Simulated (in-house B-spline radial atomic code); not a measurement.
Computed with a B-spline radial atomic code. Model: two electrons, singlet ground state, non-relativistic, full CI in B-splines with partial waves to l = 8 (at full coupling up to 3e-4 hartree above the limit, correlation up to 0.6 % small), density held at that of full coupling by Lieb maximisation.

Along the adiabatic connection the electron repulsion is scaled by a coupling λ while a local potential keeps the density fixed. At λ = 0 the system is the Kohn-Sham one and W equals the exchange energy; the exchange-correlation energy is the area under W between 0 and 1. The kinetic energy rises with λ as the electrons avoid each other, with dT/dλ = −λ dW/dλ.

Command:
```bash
python run_ac.py task.json out
```
Settings (lengths in bohr, energies in hartree):
```
potential              yukawa
strength               7.33
lmax                   8
second                 2.03
```

Run time, properties included: 9 s on 1 thread of Intel(R) Xeon(R) Processor @ 2.30GHz (shared host).

**W = mean repulsion less Hartree energy, and W of three functionals.**

Given: confinement screened point charge; nuclear charge 7.33; screening of the nucleus 2.03 1/bohr; external potential -Z exp(-k r)/r.

Computed: PBE exchange minus exact 62.126 millihartree; SCAN exchange minus exact -11.969 millihartree.

```json
{"coupling": "0", "W xc (hartree)": "-4.0874", "W xc minus exchange (millihartree)": "0", "kinetic minus Kohn-Sham (millihartree)": "0", "LDA (PW92) W minus its exchange (millihartree)": "0", "PBE W minus its exchange (millihartree)": "0", "SCAN W minus its exchange (millihartree)": "0"}
{"coupling": "0.02", "W xc (hartree)": "-4.0893", "W xc minus exchange (millihartree)": "-1.893", "kinetic minus Kohn-Sham (millihartree)": "0", "LDA (PW92) W minus its exchange (millihartree)": "-15.23", "PBE W minus its exchange (millihartree)": "-1.82", "SCAN W minus its exchange (millihartree)": "-1.84"}
{"coupling": "0.05", "W xc (hartree)": "?", "W xc minus exchange (millihartree)": "?", "kinetic minus Kohn-Sham (millihartree)": "?", "LDA (PW92) W minus its exchange (millihartree)": "?", "PBE W minus its exchange (millihartree)": "?", "SCAN W minus its exchange (millihartree)": "?"}
{"coupling": "0.12", "W xc (hartree)": "-4.0987", "W xc minus exchange (millihartree)": "-11.292", "kinetic minus Kohn-Sham (millihartree)": "0.7", "LDA (PW92) W minus its exchange (millihartree)": "-65.31", "PBE W minus its exchange (millihartree)": "-11.02", "SCAN W minus its exchange (millihartree)": "-10.88"}
{"coupling": "0.25", "W xc (hartree)": "-4.1107", "W xc minus exchange (millihartree)": "-23.354", "kinetic minus Kohn-Sham (millihartree)": "2.9", "LDA (PW92) W minus its exchange (millihartree)": "-114.65", "PBE W minus its exchange (millihartree)": "-23.06", "SCAN W minus its exchange (millihartree)": "-22.33"}
{"coupling": "0.4", "W xc (hartree)": "-4.1245", "W xc minus exchange (millihartree)": "-37.057", "kinetic minus Kohn-Sham (millihartree)": "7.4", "LDA (PW92) W minus its exchange (millihartree)": "-162.21", "PBE W minus its exchange (millihartree)": "-36.96", "SCAN W minus its exchange (millihartree)": "-35.21"}
{"coupling": "0.6", "W xc (hartree)": "?", "W xc minus exchange (millihartree)": "?", "kinetic minus Kohn-Sham (millihartree)": "?", "LDA (PW92) W minus its exchange (millihartree)": "?", "PBE W minus its exchange (millihartree)": "?", "SCAN W minus its exchange (millihartree)": "?"}
{"coupling": "0.8", "W xc (hartree)": "-4.1599", "W xc minus exchange (millihartree)": "-72.513", "kinetic minus Kohn-Sham (millihartree)": "28.6", "LDA (PW92) W minus its exchange (millihartree)": "-264.58", "PBE W minus its exchange (millihartree)": "-73.57", "SCAN W minus its exchange (millihartree)": "-68.15"}
{"coupling": "1", "W xc (hartree)": "-4.1771", "W xc minus exchange (millihartree)": "-89.672", "kinetic minus Kohn-Sham (millihartree)": "44", "LDA (PW92) W minus its exchange (millihartree)": "-307.74", "PBE W minus its exchange (millihartree)": "-91.51", "SCAN W minus its exchange (millihartree)": "-83.94"}
{"coupling": "1.4", "W xc (hartree)": "-4.2103", "W xc minus exchange (millihartree)": "-122.91", "kinetic minus Kohn-Sham (millihartree)": "83.8", "LDA (PW92) W minus its exchange (millihartree)": "-383.96", "PBE W minus its exchange (millihartree)": "-126.51", "SCAN W minus its exchange (millihartree)": "-114.33"}
{"coupling": "2", "W xc (hartree)": "-4.2576", "W xc minus exchange (millihartree)": "-170.23", "kinetic minus Kohn-Sham (millihartree)": "164.1", "LDA (PW92) W minus its exchange (millihartree)": "-480.94", "PBE W minus its exchange (millihartree)": "-176.7", "SCAN W minus its exchange (millihartree)": "-157.27"}
{"coupling": "3", "W xc (hartree)": "-4.3304", "W xc minus exchange (millihartree)": "-242.96", "kinetic minus Kohn-Sham (millihartree)": "345.4", "LDA (PW92) W minus its exchange (millihartree)": "-613.26", "PBE W minus its exchange (millihartree)": "-254.3", "SCAN W minus its exchange (millihartree)": "-222.89"}
{"coupling": "4.5", "W xc (hartree)": "-4.427", "W xc minus exchange (millihartree)": "-339.61", "kinetic minus Kohn-Sham (millihartree)": "706.1", "LDA (PW92) W minus its exchange (millihartree)": "-770.02", "PBE W minus its exchange (millihartree)": "-357.97", "SCAN W minus its exchange (millihartree)": "-309.94"}
{"coupling": "7", "W xc (hartree)": "-4.5615", "W xc minus exchange (millihartree)": "-474.08", "kinetic minus Kohn-Sham (millihartree)": "1473.2", "LDA (PW92) W minus its exchange (millihartree)": "-967.46", "PBE W minus its exchange (millihartree)": "-503.31", "SCAN W minus its exchange (millihartree)": "-431.96"}
{"coupling": "10", "W xc (hartree)": "-4.6899", "W xc minus exchange (millihartree)": "-602.48", "kinetic minus Kohn-Sham (millihartree)": "2556.9", "LDA (PW92) W minus its exchange (millihartree)": "-1143.9", "PBE W minus its exchange (millihartree)": "-644.2", "SCAN W minus its exchange (millihartree)": "-550.63"}
```

What belongs in the row 0.05?

W xc (hartree): -4.0921; W xc minus exchange (millihartree): -4.725; kinetic minus Kohn-Sham (millihartree): 0.1; LDA (PW92) W minus its exchange (millihartree): -32.47; PBE W minus its exchange (millihartree): -4.57; SCAN W minus its exchange (millihartree): -4.58.

What belongs in the row 0.6?

W xc (hartree): -4.1424; W xc minus exchange (millihartree): -54.978; kinetic minus Kohn-Sham (millihartree): 16.3; LDA (PW92) W minus its exchange (millihartree): -216.72; PBE W minus its exchange (millihartree): -55.38; SCAN W minus its exchange (millihartree): -51.92.

What is the LDA exchange minus exact?

571.01 millihartree.

**Energy parts, natural occupations and partial-wave weights.**

Computed: total energy -25.1324 hartree; correlation energy -0.045662 hartree; kinetic part of the DFT correlation energy 0.04401 hartree; initial slope twice GL2 -0.094723 hartree; Hartree energy 8.1748 hartree; Kohn-Sham kinetic 44.365 hartree; Lieb Oxford ratio E_xc over LDA exchange 1.1754.

| natural | occupation of the shell (electrons) |
| --- | --- |
| s | 1.9988 |
| p | ? |
| s | 0.00049149 |
| d | 3.4204e-05 |
| p | 2.6057e-05 |
| s | 1.2126e-05 |

What belongs in the row p?

occupation of the shell (electrons): 0.00062256.

| wave | weight |
| --- | --- |
| s | 0.99965 |
| p | 0.00032573 |
| d | ? |
| f | 2.8937e-06 |
| g | 6.907e-07 |

What belongs in the row d?

weight: 1.9394e-05.

What is the exchange energy?

-4.0874 hartree.

What is the kinetic part over minus potential part?

0.49079.

Half-way to full coupling W has made 51 % of its drop, against 50 % for a straight line, and second-order (GL2) theory, half the initial slope, overshoots the correlation energy by about 4 %: correlation is weak here. Over couplings 0 to 1 the errors in E_xc come to about +437 millihartree for LDA, +62 millihartree for PBE, -9.4 millihartree for SCAN, so SCAN is nearest. In LDA and PBE and SCAN the errors of exchange and correlation have opposite signs, so the sum is smaller than the larger of the two.
